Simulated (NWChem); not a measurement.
Species: C$_{4}$H$_{5}$F; SMILES C#C[C@H](C)F

```xyz
10

C      0.0501    -2.2102    -0.1272
C      0.0546    -1.0250     0.1003
C      0.0470     0.4125     0.3869
C     -1.1878     1.1198    -0.1633
F      1.1829     1.0054    -0.1773
H      0.0479    -3.2565    -0.3332
H      0.1172     0.5669     1.4720
H     -1.2446     0.9854    -1.2472
H     -2.0974     0.7131     0.2898
H     -1.1259     2.1892     0.0602
```
Atoms are numbered in this order, from 1.

Computed with NWChem. Pople sets run with spherical d functions. Geometry: optimised at B3LYP/6-31G* (spherical d). B3LYP is NWChem's, with the RPA form of VWN correlation. Level: B3LYP/6-31G* with SMD (1 M gas to 1 M solution), gas-phase geometry.

Question: Predict the results for solvent water. Quantities: solvation free energy (kcal/mol); cavity-dispersion-structure term (kcal/mol); dipole in solution (D).

Answer: 
```yaml
solvation free energy (kcal/mol): -0.7
cavity-dispersion-structure term (kcal/mol): 4.7
dipole in solution (D): 2.14
```
